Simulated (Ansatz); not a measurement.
# Which level was it?

C3H5Ga: 9 atoms, total charge 0, spin state singlet. SMILES: `C#[C][GaH][CH3]`. The shape is that of a PBE0-D4/def2-TZVP optimisation.

```xyz
9

C     1.4987    0.8168   -2.1387
C     0.9500    0.7452   -1.0628
Ga    0.0688    0.6112    0.6437
C    -1.0361   -0.9725    0.9664
H     1.9837    0.8831   -3.0861
H     0.2926    1.7831    1.6555
H    -0.4514   -1.8772    0.7821
H    -1.4352   -1.0063    1.9800
H    -1.8710   -0.9835    0.2600
```

A calculation with Ansatz 0.2.0 gave:

```
total energy  : -2041.6606 Eh
HOMO energy   : -9.66 eV
LUMO energy   : 0.26 eV
HOMO–LUMO gap : 9.92 eV
```

Problem. Which of these levels gave the numbers?
A. wB97X/6-31G* (spherical functions)
B. SVWN5/6-31G* (spherical functions)
C. wB97M-V/6-31G* (spherical functions)
D. PBE0/6-31G* (spherical functions)

Solution. C. The others give -2037.6822 Eh (SVWN5/6-31G* (spherical functions)), -2041.8373 Eh (wB97X/6-31G* (spherical functions)), -2041.4201 Eh (PBE0/6-31G* (spherical functions)).
